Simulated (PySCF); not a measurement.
C₆ coefficients of unlike pairs at PBE0

Calculated with PySCF 2.14 from the dipole response of each species, C₆(A,B) = (3/π) ∫ α_A(iu) α_B(iu) du, in atomic units, from isotropic polarisabilities. For ions this is the dispersion term alone; charge-induced terms of lower order in 1/R come first.

| species | configuration | basis | relativity | α (bohr³) | C₆ (like pair) |
| --- | --- | --- | --- | --- | --- |
| Be | [He] 2s2 (1S) | dyall-acv3z (15s9p4d2f) | none | 42.98 | 258.1 |
| F²⁺ | [He] 2s2 2p3 (4S) | dyall-av2z (11s7p2d) | none | 1.239 | 1.561 |
| Ar²⁺ | [Ne] 3s2 3p4 (3P) | aug-cc-pV(Q+d)Z (7s6p5d3f2g) | none | 4.797 | 16.81 |

Task: Estimate C₆ for Ar²⁺ with F²⁺.

Result: The integral gives 4.998. The combination rule 2 C_A C_B / (C_A α_B/α_A + C_B α_A/α_B) gives 5.053 and the geometric mean 5.123.

No spin-orbit coupling is included.

The other pairs:

| pair | C₆ |
| --- | --- |
| Ar²⁺, Be | 48.96 |
| F²⁺, Be | 13.11 |
